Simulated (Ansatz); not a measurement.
Ansatz results at the PBE0-D4/def2-TZVP geometry: HOMO energy (PBE/def2-TZVPP) -6.70 eV; LUMO energy (B3LYP/def2-TZVPP) -0.89 eV; LUMO energy (PBE/def2-TZVPP) -1.39 eV.

Problem. Which molecule gave them?
A. `[F][Ga]([F])[O][SiH3]`
B. `[SeH][Ga]([SeH])[SeH]`
C. `[CH3][Ga]([CH3])[F]`
D. `C[O][Ga]([NH2])[NH2]`

Solution. C. The others give `[F][Ga]([F])[O][SiH3]`: -7.81, -2.34, -2.96; `[SeH][Ga]([SeH])[SeH]`: -6.12, -1.61, -2.17; `C[O][Ga]([NH2])[NH2]`: -5.64, -0.39, -0.93.

B3LYP here is the variant with VWN-RPA as its local correlation; programs differ in this.
